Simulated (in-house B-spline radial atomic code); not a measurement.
The calcium ion Ca⁺: [He] 2s2 2p5 3s2 3p6 4s1 5s1 (an excited or competing configuration)

Method: non-relativistic TPSS, spin-polarised, spherical fractional occupations, point nucleus. Calculated with an all-electron radial atomic-structure program (B-spline basis).

Screening seen three ways: the hydrogenic charge with the same mean radius, Z_r = [3n² - l(l+1)]/(2<r>), the one with the same energy, Z_e = n√(-2ε), and Slater's rules. Values are occupation-weighted means over spin.

```json
{"shell": "1s", "electrons": "2", "ε (eV)": "-4009.3", "<r> (bohr)": "0.07727", "Z_r": "19.41", "Z_e": "17.17", "Slater": "19.70"}
{"shell": "2s", "electrons": "2", "ε (eV)": "-461.34", "<r> (bohr)": "0.3599", "Z_r": "16.67", "Z_e": "11.65", "Slater": "16.20"}
{"shell": "2p", "electrons": "5", "ε (eV)": "-387.86", "<r> (bohr)": "0.3203", "Z_r": "15.61", "Z_e": "10.68", "Slater": "16.20"}
{"shell": "3s", "electrons": "2", "ε (eV)": "-69.564", "<r> (bohr)": "1.093", "Z_r": "12.35", "Z_e": "6.78", "Slater": "9.60"}
{"shell": "3p", "electrons": "6", "ε (eV)": "-49.668", "<r> (bohr)": "1.159", "Z_r": "10.78", "Z_e": "5.73", "Slater": "9.60"}
{"shell": "4s", "electrons": "1", "ε (eV)": "-13.779", "<r> (bohr)": "3.049", "Z_r": "7.87", "Z_e": "4.03", "Slater": "4.20"}
{"shell": "5s", "electrons": "1", "ε (eV)": "-5.0367", "<r> (bohr)": "6.83", "Z_r": "5.49", "Z_e": "3.04", "Slater": "2.15"}
```

The least bound orbital is 5s up at -5.037 eV, and it is also the most diffuse (<r> = 6.83 bohr). The part-filled 2p shell lies below the filled 3p shell in orbital energy.
